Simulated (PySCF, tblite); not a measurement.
Isomers of C5H14N2Si. Computed values, GFN2-xTB/tblite, gas phase, harmonic and unscaled. This tight-binding method is rough: wavenumbers can miss measured ones by several per cent, in bad cases by 10 to 20. Modes of hydrogen on silicon can be 10 to 20 % off. One conformer each.

Electronic energies: PBE0/pcSseg-1 single points on the GFN2-xTB geometries (PySCF, gas phase).

| SMILES | electronic energy, lowest = 0 (kJ/mol) |
| --- | --- |
| CC1([Si](C)(N)N)CC1 | 0.0 |
| [SiH3]NN1CCCCC1 | 197.7 |
| C[SiH](C)N(N)C1CC1 | 217.2 |
| CN(N[SiH3])C1CCC1 | 301.2 |
| C=CN(NC)[SiH](C)C | 194.5 |

Q: How do GFN2-xTB zero-point energies change the relative energies?

A: 
```tsv
SMILES	ZPE (kJ/mol)	of it from modes above 1550 cm⁻¹	electronic (kJ/mol)	with ZPE, lowest = 0 (kJ/mol)	lowest mode (cm⁻¹)	rings
CC1([Si](C)(N)N)CC1	490.9	266.1	0.0	0.0	9i	1
C=CN(NC)[SiH](C)C	481.3	261.5	194.5	185.0	19	0
[SiH3]NN1CCCCC1	485.6	235.4	197.7	192.5	63	1
C[SiH](C)N(N)C1CC1	485.4	262.4	217.2	211.7	34	1
CN(N[SiH3])C1CCC1	479.2	237.7	301.2	289.5	55	1
```

The zero-point energies span 11.7 kJ/mol, from `CN(N[SiH3])C1CCC1` to `CC1([Si](C)(N)N)CC1`. Slightly imaginary modes are left out of the zero-point energy: `CC1([Si](C)(N)N)CC1` 8.5i cm⁻¹. The order is unchanged.

Q: And how do the electronic energies of GFN2-xTB itself compare?

A: `CC1([Si](C)(N)N)CC1` 61.5; `C=CN(NC)[SiH](C)C` 162.3; `[SiH3]NN1CCCCC1` 0.0; `C[SiH](C)N(N)C1CC1` 181.9; `CN(N[SiH3])C1CCC1` 79.3 kJ/mol, lowest = 0. Against the energies above, taken from the same isomer `CC1([Si](C)(N)N)CC1`, the largest difference is 283.4 kJ/mol.

Q: What do entropy and thermal enthalpy add at 298.15 K and 1 bar (rigid rotor, harmonic oscillator, one conformer each)?

A: 
| SMILES | point group | symmetry number | S (J/(mol K)) | H − H(0) (kJ/mol) | ZPE + H − H(0) − TS (kJ/mol) |
| --- | --- | --- | --- | --- | --- |
| [SiH3]NN1CCCCC1 | C1 | 1 | 395.8 | 27.38 | 395.0 |
| C[SiH](C)N(N)C1CC1 | C1 | 1 | 441.7 | 33.16 | 386.9 |
| CN(N[SiH3])C1CCC1 | C1 | 1 | 418.3 | 29.98 | 384.5 |

Not tabulated: `CC1([Si](C)(N)N)CC1` (lowest mode only 8i cm⁻¹); `C=CN(NC)[SiH](C)C` (lowest mode only 19 cm⁻¹).
